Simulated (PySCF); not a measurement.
GeI, doublet, at a GFN2-xTB geometry (all electrons, no relativity); SVWN5/6-311G** (PySCF).

Here is a job for PySCF.
```python
from pyscf import gto, scf, dft

mol = gto.Mole()
mol.atom = '''
    Ge   -0.00000000   -0.00000000   -1.58877700
    I     0.00000000    0.00000000    0.95926159
'''
mol.basis = '6-311g**'
mol.spin = 1
mol.verbose = 4
mol.build()

mf = dft.UKS(mol)
mf.xc = 'lda,vwn'
mf.kernel()
```

### Question
Write the output that PySCF gives for this input, abridged.

### Answer

```
PySCF version 2.14.0

[INPUT] verbose = 4
[INPUT] num. atoms = 2
[INPUT] num. electrons = 85
[INPUT] charge = 0
[INPUT] spin (= nelec alpha-beta = 2S) = 1
[INPUT] symmetry False subgroup None
[INPUT] Mole.unit = angstrom
[INPUT] Symbol           X                Y                Z      unit          X                Y                Z       unit  Magmom
[INPUT]  1 Ge     0.000000000000   0.000000000000  -1.588777000000 AA    0.000000000000   0.000000000000  -3.002353403008 Bohr   0.0
[INPUT]  2 I      0.000000000000   0.000000000000   0.959261590000 AA    0.000000000000   0.000000000000   1.812741686915 Bohr   0.0

nuclear repulsion = 352.225650444454
number of shells = 42
number of NR pGTOs = 170
number of NR cGTOs = 106
basis = 6-311g**
ecp = {}

******** <class 'pyscf.dft.uks.UKS'> ********
method = UKS
initial guess = minao
damping factor = 0
level_shift factor = 0
DIIS = <class 'pyscf.scf.diis.CDIIS'>
diis_start_cycle = 1
diis_space = 8
diis_damp = 0
SCF conv_tol = 1e-09
SCF conv_tol_grad = None
SCF max_cycles = 50
direct_scf = True
direct_scf_tol = 1e-13
number electrons alpha = 43  beta = 42
XC library pyscf.dft.libxc version 7.1.2
    S. Lehtola, C. Steigemann, M. J. T. Oliveira, and M. A. L. Marques,  SoftwareX 7, 1–5 (2018)
XC functionals = lda,vwn
    P. A. M. Dirac,  Math. Proc. Cambridge Philos. Soc. 26, 376 (1930)
    F. Bloch,  Z. Phys. 57, 545 (1929)
    S. H. Vosko, L. Wilk, and M. Nusair,  Can. J. Phys. 58, 1200 (1980)
radial grids:
    Treutler-Ahlrichs [JCP 102, 346 (1995); DOI:10.1063/1.469408] (M4) radial grids

becke partition: Becke, JCP 88, 2547 (1988); DOI:10.1063/1.454033
pruning grids: <function nwchem_prune>
grids dens level: 3
symmetrized grids: False
atomic radii adjust function: <function treutler_atomic_radii_adjust>
small_rho_cutoff = 0
Set gradient conv threshold to 3.16228e-05
tot grids = 42600
init E= -8947.35294806963

cycle= 1 E= -8987.15513485977  delta_E= -39.8  |g|= 5.41  |ddm|= 2.18
cycle= 2 E= -8987.15750812454  delta_E= -0.00237  |g|= 2.21  |ddm|= 1.51
cycle= 3 E= -8987.27853767686  delta_E= -0.121  |g|= 1.21  |ddm|= 1.56
cycle= 4 E= -8987.42320072794  delta_E= -0.145  |g|= 0.456  |ddm|= 1.24
cycle= 5 E= -8987.46643389366  delta_E= -0.0432  |g|= 0.178  |ddm|= 1.05
cycle= 6 E= -8987.48513351572  delta_E= -0.0187  |g|= 0.0818  |ddm|= 0.952
cycle= 7 E= -8987.49012744218  delta_E= -0.00499  |g|= 0.0374  |ddm|= 0.916
cycle= 8 E= -8987.49042857355  delta_E= -0.000301  |g|= 0.0317  |ddm|= 0.899
cycle= 9 E= -8987.49071789606  delta_E= -0.000289  |g|= 0.0271  |ddm|= 0.901
cycle= 10 E= -8987.49079403516  delta_E= -7.61e-05  |g|= 0.0257  |ddm|= 0.903
cycle= 11 E= -8987.49070041622  delta_E= 9.36e-05  |g|= 0.0274  |ddm|= 0.902
cycle= 12 E= -8987.49074991006  delta_E= -4.95e-05  |g|= 0.0265  |ddm|= 0.121
cycle= 13 E= -8987.49077665397  delta_E= -2.67e-05  |g|= 0.026  |ddm|= 0.142
cycle= 14 E= -8987.49084227449  delta_E= -6.56e-05  |g|= 0.0248  |ddm|= 0.214
cycle= 15 E= -8987.48986469742  delta_E= 0.000978  |g|= 0.0392  |ddm|= 0.891
cycle= 16 E= -8987.490302148  delta_E= -0.000437  |g|= 0.0336  |ddm|= 0.0111
cycle= 17 E= -8987.4904358831  delta_E= -0.000134  |g|= 0.0316  |ddm|= 0.903
cycle= 18 E= -8987.4899174769  delta_E= 0.000518  |g|= 0.0386  |ddm|= 0.0144
cycle= 19 E= -8987.48991205979  delta_E= 5.42e-06  |g|= 0.0387  |ddm|= 0.903
cycle= 20 E= -8987.48981062019  delta_E= 0.000101  |g|= 0.0399  |ddm|= 0.00592
cycle= 21 E= -8987.48994909745  delta_E= -0.000138  |g|= 0.0382  |ddm|= 0.00423
cycle= 22 E= -8987.48971990775  delta_E= 0.000229  |g|= 0.0409  |ddm|= 0.903
cycle= 23 E= -8987.49075064068  delta_E= -0.00103  |g|= 0.0265  |ddm|= 0.0541
cycle= 24 E= -8987.49057048575  delta_E= 0.00018  |g|= 0.0296  |ddm|= 0.902
cycle= 25 E= -8987.49050430824  delta_E= 6.62e-05  |g|= 0.0306  |ddm|= 0.0358
cycle= 26 E= -8987.49004225943  delta_E= 0.000462  |g|= 0.0371  |ddm|= 0.903
cycle= 27 E= -8987.49007333637  delta_E= -3.11e-05  |g|= 0.0367  |ddm|= 0.000966
cycle= 28 E= -8987.490255764  delta_E= -0.000182  |g|= 0.0342  |ddm|= 0.00701
cycle= 29 E= -8987.48941458248  delta_E= 0.000841  |g|= 0.0443  |ddm|= 0.903
cycle= 30 E= -8987.49078124979  delta_E= -0.00137  |g|= 0.026  |ddm|= 0.0517
cycle= 31 E= -8987.49058320425  delta_E= 0.000198  |g|= 0.0294  |ddm|= 0.0948
cycle= 32 E= -8987.48917445059  delta_E= 0.00141  |g|= 0.0468  |ddm|= 0.902
cycle= 33 E= -8987.48887173055  delta_E= 0.000303  |g|= 0.0498  |ddm|= 0.00629

cycle= 34 E= -8987.48526056389  delta_E= 0.00361  |g|= 0.0766  |ddm|= 0.0528
cycle= 35 E= -8987.48995434428  delta_E= -0.00469  |g|= 0.0382  |ddm|= 0.0777
cycle= 36 E= -8987.4898537335  delta_E= 0.000101  |g|= 0.0394  |ddm|= 0.00334
cycle= 37 E= -8987.48918082386  delta_E= 0.000673  |g|= 0.0468  |ddm|= 0.0145
cycle= 38 E= -8987.49009622716  delta_E= -0.000915  |g|= 0.0363  |ddm|= 0.903
cycle= 39 E= -8987.48922824852  delta_E= 0.000868  |g|= 0.0463  |ddm|= 0.0434
cycle= 40 E= -8987.48916103071  delta_E= 6.72e-05  |g|= 0.0469  |ddm|= 0.00258
cycle= 41 E= -8987.48793450838  delta_E= 0.00123  |g|= 0.0579  |ddm|= 0.0218
cycle= 42 E= -8987.48957033602  delta_E= -0.00164  |g|= 0.0427  |ddm|= 0.907
cycle= 43 E= -8987.49066066854  delta_E= -0.00109  |g|= 0.0281  |ddm|= 0.04
cycle= 44 E= -8987.49062861398  delta_E= 3.21e-05  |g|= 0.0286  |ddm|= 0.903
cycle= 45 E= -8987.49052564652  delta_E= 0.000103  |g|= 0.0303  |ddm|= 0.0484
cycle= 46 E= -8987.4904796738  delta_E= 4.6e-05  |g|= 0.031  |ddm|= 0.903
cycle= 47 E= -8987.48922786971  delta_E= 0.00125  |g|= 0.0463  |ddm|= 0.903
cycle= 48 E= -8987.49021029423  delta_E= -0.000982  |g|= 0.0348  |ddm|= 0.0223
cycle= 49 E= -8987.49070843088  delta_E= -0.000498  |g|= 0.0273  |ddm|= 0.902
cycle= 50 E= -8987.49022916046  delta_E= 0.000479  |g|= 0.0346  |ddm|= 0.902
SCF not converged.
SCF energy = -8987.49022916046 after 50 cycles  <S^2> = 0.75490608  2S+1 = 2.0049001
```

The run did not converge; its last values are not results.
